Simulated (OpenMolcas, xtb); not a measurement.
## SiH3O4 (SMILES [O][Si](O)(O)O): the dipole moment, rung by rung

SiH3O4: 8 atoms, total charge 0, spin state doublet. SMILES: `[O][Si](O)(O)O`. Geometry: relaxed at PBE0-D4/def2-TZVP. This is one conformer, not always the lowest.

```xyz
8

O    -1.4176    0.2478    1.1930
Si   -0.1958    0.0587    0.0910
O     1.1171   -0.0673    1.0498
O    -0.2499    1.3391   -0.9027
O    -0.2663   -1.2635   -0.8497
H     1.2714    0.6330    1.6867
H    -0.0940    1.1731   -1.8338
H    -0.1650   -2.1208   -0.4343
```

Quantity: the dipole moment, in D. The values are calculated.

```
                              level            kind     program  value (D)
                           GFN2-xTB  semi-empirical         xtb       2.80
                           GFN1-xTB  semi-empirical         xtb       3.71
   UHF/6-31G* (spherical functions)    Hartree–Fock  OpenMolcas       1.47
USVWN5/6-31G* (spherical functions)             LDA  OpenMolcas       2.33
  UPBE/6-31G* (spherical functions)             GGA  OpenMolcas       2.12
 UTPSS/6-31G* (spherical functions)        meta-GGA  OpenMolcas       2.00
 UPBE0/6-31G* (spherical functions)   global hybrid  OpenMolcas       1.69
```

The values span 1.47 to 3.71 D. Magnitudes only.
